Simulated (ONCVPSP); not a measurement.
## O, ONCV: configuration errors across variants

- Element: O (Z = 8)
- Generator: ONCVPSP 4.0.1
- Type: optimised norm-conserving Vanderbilt (ONCV)
- Functional: Wu-Cohen
- Relativity: scalar-relativistic
- Frozen core: [He]
- Valence charge: 6
- Reference configuration: 2s1.75 2p4.25
- Partial waves: 2s: rc 0.80 bohr, ncon 5, nbas 10, qcut 9.1 1/bohr, 2 projectors, debl 3.1 Ha; 2p: rc 2.05 bohr, ncon 4, nbas 7, qcut 7.2 1/bohr, 1 projector
- Local potential: polynomial inside 0.65 bohr (lpopt 4, dvloc0 3 Ha)
- Core correction: Teter function fitted to the true core (icmod 2), fcfact 0.75

All-electron excitation energies from the reference (eV): (1) 2s2 2p4 -3.707; (2) 2s2 2p3 12.701; (3) 2s2 2p2 46.272; (4) 2s1 2p5 11.136.

1 further variants failed, have other tests or too few solved ones, and are left out.

Errors AE − PS in meV (a dash: test not solved or not reliable):

```tsv
change	(1)	(2)	(3)	(4)	bound ghosts	GHOST(+) flags above zero
base	-1.0	+132	+819	-9.9	none	none
core correction Teter function fitted to the true core (icmod 2), fcfact 1.06	-1.0	+132	+819	-9.9	none	none
local potential polynomial inside 0.65 bohr (lpopt 4, dvloc0 8 Ha)	-1.0	+132	+816	-9.9	none	none
local potential polynomial inside 0.75 bohr (lpopt 5, dvloc0 0 Ha)	-1.0	+133	+822	-9.9	none	none
```

Question: Give the same row for: s: rc 0.96.

Answer: -1.1, +133, +822, -11; bound ghosts: none; GHOST(+) flags above zero: none.
